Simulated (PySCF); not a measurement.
BHN, SMILES [N]=B (connectivity only; charge and spin as stated), charge -1, multiplicity 1. Atoms are numbered in the order given.

```xyz
3

B      0.0000     0.0000     0.5882
N      0.0000     0.0000    -0.6734
H      0.0000     0.0000     1.7725
```
Charge -1, spin multiplicity 1.

Geometry: B3LYP-D3(BJ)/def2-TZVPD. The spin state was assumed, not searched. The isomer is the one that the SMILES or the coordinates give; other isomers of the formula were not compared.

These are B3LYP-D3(BJ)/def2-TZVPD (PySCF) values and carry that method's errors.

Frequencies are harmonic and unscaled.

Modes within 1.5 cm⁻¹ of each other (mostly degenerate sets) share a row, with their intensities summed.

Problem. List the normal modes with their intensities. (The exact figures need the calculation; the answer reports its results.)

Solution. 
```tsv
mode	ν (cm⁻¹)	IR (km/mol)	moving atoms (share of kinetic energy)
1–2	664	19.9	H 71 %, B 25 %
3	1749	0.2	N 44 %, B 42 %, H 14 %
4	2730	84.1	H 82 %, B 16 %
```
